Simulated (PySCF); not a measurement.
# Molecular orbitals of AlI

M06-2X at R = 2.566 Å; basis Al def2-SVPD, I def2-SVPD with ECP28; scalar-relativistic core potentials; PySCF 2.14. State: ¹Σ⁺ (singlet), closed shell. Only the outer orbitals are listed, counted within each symmetry, core potentials removing the inner ones.

```json
{"orbital": "7σ", "occ.": "2", "ε (eV)": "-20.76", "on Al (%)": "4", "main shells (%)": "96 I s"}
{"orbital": "8σ", "occ.": "2", "ε (eV)": "-11.50", "on Al (%)": "49", "main shells (%)": "47 I p, 47 Al s"}
{"orbital": "4π", "occ.": "2", "ε (eV)": "-8.70", "on Al (%)": "5", "main shells (%)": "94 I p"}
{"orbital": "4π", "occ.": "2", "ε (eV)": "-8.70", "on Al (%)": "5", "main shells (%)": "94 I p"}
{"orbital": "9σ", "occ.": "2", "ε (eV)": "-7.69", "on Al (%)": "66", "main shells (%)": "48 Al s, 35 I p, 17 Al p"}
{"orbital": "5π", "occ.": "0", "ε (eV)": "-1.29", "on Al (%)": "88", "main shells (%)": "87 Al p"}
{"orbital": "5π", "occ.": "0", "ε (eV)": "-1.29", "on Al (%)": "88", "main shells (%)": "87 Al p"}
{"orbital": "10σ", "occ.": "0", "ε (eV)": "0.36", "on Al (%)": "63", "main shells (%)": "34 Al p, 20 I p, 20 Al s"}
```

Problem. Which are the highest filled and the lowest empty level, where do they sit, and how wide is the gap?

Solution. Highest filled 9σ at -7.69 eV (in %: 48 Al s, 35 I p, 17 Al p); lowest empty 5π at -1.29 eV (in %: 87 Al p); the gap at M06-2X is 6.40 eV.

- bond order (Mayer): 0.91
- ⟨S²⟩: 0.000
- charge on Al (Mulliken, basis-dependent): 0.41
- charge on Al (Löwdin, basis-dependent): 0.19
- dipole moment (positive dipole means Al(−)I(+)): -2.34 D

Spin–orbit coupling is left out.
